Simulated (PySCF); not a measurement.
Na₃O⁺ (singlet). Computed with PBE0/[O def2-TZVP, Na def2-TZVP], no relativity, density fitting, PySCF.

Harmonic bands of its minimum:

| ω (cm⁻¹) | IR (km/mol, summed over degenerate members) | degeneracy |
| --- | --- | --- |
| 129 | 31.0 | 2 |
| 165 | 141 | 1 |
| 317 | 0.0 | 1 |
| 539 | 279 | 2 |

Question: The central atom is O. Infer the point group and assign the bands.

Answer: D3h. The modes span 2e' + a2'' + a1': 129 e', 165 a2'', 317 a1', 539 e'. The computed geometry has Na–Na 3.545 Å (×3), O–Na 2.047 Å (×3); Na–Na–Na 60.0° (×3), Na–Na–O 30.0° (×6), Na–O–Na 120.0° (×3).

Other isomers or separated fragments may lie lower.
